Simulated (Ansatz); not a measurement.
Gas-phase reaction (SMILES): N[Si](N)(O)O → N[Si](N)([O])O + H atom; the H-O bond at the site shown breaks (other sites are not compared here).

Geometries: B3LYP-D3(BJ)/def2-TZVP minima from Ansatz (an electronic-structure program), one conformer each, not searched for the lowest. Valence correlation only, unless marked. Open shells are spin-unrestricted. Spin-orbit coupling is left out. No relativistic terms. CBS(X,Y): correlation extrapolated as X^-3; Hartree-Fock from the larger set. [CCSD(T)-MP2]/basis is that difference in the basis named. Thermal terms are rigid-rotor harmonic-oscillator values from B3LYP-D3(BJ) frequencies (Ansatz) at 298.15 K and 1 atm. 1 Eh = 627.5095 kcal/mol. Atoms have translation alone.

```tsv
species	E, RI-MP2/CBS(cc-pV(T+d)Z,cc-pV(Q+d)Z)+[CCSD(T)-MP2]/cc-pV(T+d)Z (Ansatz) (Eh)	E, PBE-D3(BJ)/def2-TZVPD (Ansatz + dftd3) (Eh)	H - E (Eh)
N[Si](N)(O)O	-552.62807	-552.93232	0.09046
N[Si](N)([O])O	-551.92420	-552.25371	0.07792
H atom	-0.49995	-0.49962	0.00236
```

**Question.** Work out ΔE and ΔH at 298.15 K at the first level, then ΔH at the second.

**Answer.** 
1. ΔE = [(-551.92420) + (-0.49995)] - [(-552.62807)] = 0.20392 Eh = 128.0 kcal/mol at RI-MP2/CBS(cc-pV(T+d)Z,cc-pV(Q+d)Z)+[CCSD(T)-MP2]/cc-pV(T+d)Z.
2. The terms H - E add up to -0.01018 Eh, so ΔH = (0.20392 + (-0.01018))×627.5095 = 121.6 kcal/mol.
3. At PBE-D3(BJ)/def2-TZVPD the same steps give ΔE = 112.3 and ΔH = 105.9 kcal/mol, a shift of -15.7 from the first level.
4. These values are not checked against measurement here, since the tables used lack a sound gas-phase enthalpy of formation for at least one species.
